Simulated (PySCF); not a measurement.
**C5H8FO2Si: g tensor and hyperfine couplings**

Compound: C5H8FO2Si (doublet state).
Z-matrix (Å and degrees, GFN2-xTB geometry), rows numbered from 1:
```
C 
C   1  1.4732
F   2  1.3468  1  114.04
Si  2  1.8579  1  127.32  3  -163.89
C   4  1.9348  2   99.39  1    87.11
O   5  1.2138  4  124.00  2    97.78
C   5  1.4958  4  111.20  2   -74.14
C   7  1.4955  5  116.43  4  -167.05
O   7  1.2189  5  118.30  4    10.63
H   1  1.0878  2  111.07  3   -11.34
H   1  1.0952  2  110.17  3   110.08
H   1  1.0893  2  109.89  3  -133.56
H   4  1.4578  2  109.97  1  -160.41
H   4  1.4545  2  110.30  1   -30.68
H   8  1.0866  7  110.91  5  -171.30
H   8  1.0887  7  109.13  5   -48.77
H   8  1.0897  7  108.86  5    68.19
```

The hyperfine couplings belong to this conformer and change with its torsions.

The species is `C[C](F)[SiH2]C(=O)C(C)=O` [radical].

Method used: PySCF, UKS B3LYP, pcH-1 on C F H O Si, non-relativistic, mean-field spin-orbit, GIAO. Isolated species at its GFN2-xTB geometry (one conformer only). Couplings are sensitive to structure, and on GFN2-xTB geometries they can be far from those on DFT ones. The frame is twisted about the C5–C7 bond at this geometry (dihedral Si4–C5–C7–O9 = 11°); couplings at other torsion angles weren't computed. The SCF solution wasn't tested for stability.

```
g1, g2, g3                      : 2.00281, 2.00466, 2.00589
g_iso                           : 2.00446
Form of g                       : rhombic: the two nearest values differ by 40 % of g3 − g1
⟨S²⟩                            : 0.7716 (exact 0.7500)
α and β electrons               : 39, 38
HOMO–LUMO gap, α and β orbitals : 2.51, 3.66 eV
Total energy                    : -735.09314 Eh
```

Hyperfine couplings atom by atom, in MHz; T1 to T3 are the principal values of the dipolar part; ρ(0) is the spin density at the nucleus:

```csv
atom,isotope,a_iso,of which spin–orbit,T1,T2,T3,Mulliken spin population,ρ(0) (bohr⁻³)
C1,13C,-24.6,0.0,-2.1,0.2,1.9,-0.07,-0.0219
C2,13C,93.0,0.0,-69.3,-67.1,136.4,0.78,0.0827
F3,19F,132.0,0.6,-238.6,-210.8,449.3,0.06,0.0312
Si4,29Si,38.4,-0.1,-2.6,-1.5,4.1,-0.03,-0.0433
C5,13C,30.6,0.0,-14.5,-3.0,17.5,0.04,0.0273
O6,17O,-5.9,0.0,-47.9,13.1,34.8,0.08,0.0097
C7,13C,1.6,0.0,-7.8,-0.8,8.6,0.01,0.0014
C8,13C,-0.3,0.0,-1.0,0.0,1.1,0.00,-0.0002
O9,17O,-2.3,0.0,-19.7,6.0,13.7,0.03,0.0038
H10,1H,2.1,0.0,-3.9,-3.4,7.3,0.00,0.0005
H11,1H,105.8,0.0,-4.9,-1.8,6.8,0.05,0.0237
H12,1H,72.7,0.0,-4.4,-3.9,8.4,0.03,0.0163
H13,1H,18.8,0.0,-2.9,-1.8,4.7,0.01,0.0042
H14,1H,16.5,0.0,-2.8,-1.9,4.8,0.01,0.0037
H15,1H,-1.3,0.0,-0.8,-0.6,1.4,0.00,-0.0003
H16,1H,-1.2,0.0,-1.1,-0.7,1.8,0.00,-0.0003
H17,1H,2.5,0.0,-0.7,-0.5,1.1,0.00,0.0006
```

Largest spin populations (Mulliken): C2 (+0.78), O6 (+0.08), C1 (-0.07) and F3 (+0.06). No atom but C2 exceeds +0.15. The positive populations add up to 1.10 and the negative ones to -0.10, together 2S = 1. The angles at C2 add up to 358.2°, so it is nearly planar.

Axes: g2 points within 11° of the C2–Si4 bond.

Under fast tumbling the dipolar parts average out, and these isotropic splittings remain: 1 × 19F (F3, I = 1/2, 2 lines) with 4.71 mT, 3 × 1H (H10/H11/H12, I = 1/2, 4 lines) with 2.15 mT and 2 × 1H (H13/H14, I = 1/2, 3 lines) with 0.63 mT.

Means are taken over nuclei equivalent by connectivity, which assumes that they swap fast. The three 1H nuclei of mean +60.2 MHz run from 2.1 to 105.8 MHz in the frozen geometry.

The 13C coupling of C2 (93.0 MHz) shows only in satellite lines or after enrichment, since that isotope makes up about 1.07 % of natural carbon.

The 29Si coupling of Si4 (38.4 MHz) shows only in satellite lines or after enrichment, since that isotope makes up about 4.7 % of natural silicon.
